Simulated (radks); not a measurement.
Spherical quantum dot in the effective-mass picture: electrons in a hard-walled sphere of radius 8.19, all in effective atomic units (hartree* = m*/eps^2 hartree, bohr* = eps/m* bohr), one dielectric constant everywhere. Calculated with a radial shooting solver with Libxc functionals: non-relativistic Kohn-Sham, LDA (Slater exchange, Perdew-Wang correlation), spin-polarised, spherical densities. Levels are named by radial order and angular momentum (1s, 1p, 1d, 2s, ...), and open shells are averaged over m. Results are scaled to m* = 0.499 and eps = 16.3, for which hartree* = 51.11 meV and bohr* = 1.729 nm. At N = 26 the configuration is 1s2 1p6 1d10 1f(up 7, down 1). Does electron 27 go into 1g down or 1f down or 1g up?

Answer. Into 1f down. The total energies of the other choices lie higher by 3.90 meV (1g up), 5.23 meV (1g down).
